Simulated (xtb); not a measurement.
Ge(H)3(iBu) (C4H12Ge), SMILES CC(C)[CH2][GeH3]. All values are semi-empirical tight-binding results from xtb (GFN2-xTB unless named), good for trends rather than for accurate numbers. The structure is a stationary point at GFN2-xTB. The isomer is the one that the SMILES or the coordinates give; other isomers of the formula were not compared. The values are those of a single conformer.

Optimised geometry:

```xyz
17

Ge     1.1888     0.5722    -0.0601
C     -0.1381    -0.4109     1.0254
C     -1.4688    -0.7545     0.3582
C     -1.2791    -1.7975    -0.7372
C     -2.1329     0.4939    -0.2089
H      2.4907     0.6076     0.6783
H      1.4784    -0.0385    -1.3948
H      0.8051     1.9976    -0.3050
H     -0.3296     0.1972     1.9139
H      0.3338    -1.3312     1.3785
H     -2.1293    -1.1808     1.1255
H     -0.6385    -1.4018    -1.5239
H     -2.2364    -2.0683    -1.1777
H     -0.8184    -2.6978    -0.3359
H     -1.5298     0.8957    -1.0237
H     -2.2309     1.2591     0.5590
H     -3.1233     0.2630    -0.5954
```
Charge 0, spin multiplicity 1.

For metal compounds this method's bond lengths and energies can be far off.

### Question
Estimate the properties. (The exact figures need the calculation; the answer reports its results.)

### Answer

```yaml
orbital_gap: 8.03 eV
zero_point_energy: 89.3 kcal/mol
G − E(el) at 298.15 K (modified RRHO): 68.8 kcal/mol
```

Computed atomic charges and the Wiberg bond orders between heavy atoms:
charges (e) Ge1 0.09, C2 -0.09, C3 -0.01, C4 -0.10, C5 -0.10, H6 -0.04, H7 -0.03, H8 -0.03, H9 0.03, H10 0.03, H11 0.02, H12 0.04, H13 0.03, H14 0.03, H15 0.05, H16 0.03, H17 0.04. Bond orders Ge1–C2 0.90, C2–C3 1.01, C3–C4 1.01, C3–C5 1.01.
